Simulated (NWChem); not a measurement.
Molecule: C2H4Cl2Si; SMILES C=C[SiH](Cl)Cl

```xyz
9

Si     0.3879    -0.0491     0.0000
Cl    -0.1060     1.0611     1.6677
Cl    -0.1060     1.0611    -1.6677
C     -0.5465    -1.6449     0.0000
C      0.0865    -2.8240     0.0000
H      1.8532    -0.2831     0.0000
H     -1.6433    -1.6220     0.0000
H      1.1805    -2.8961     0.0000
H     -0.4569    -3.7752     0.0000
```
Atoms are numbered in this order, from 1.

Results from NWChem. Structure relaxed at the PBE0/def2-SVP level.

Q: Estimate the computed values for BLYP/def2-TZVP. Quantities: highest occupied level (eV); orbital gap (eV); dipole (D).

A: 
| Item | Value |
|---|---|
| highest occupied level (eV) | -7.14 |
| orbital gap (eV) | 5.19 |
| dipole (D) | 2.14 |
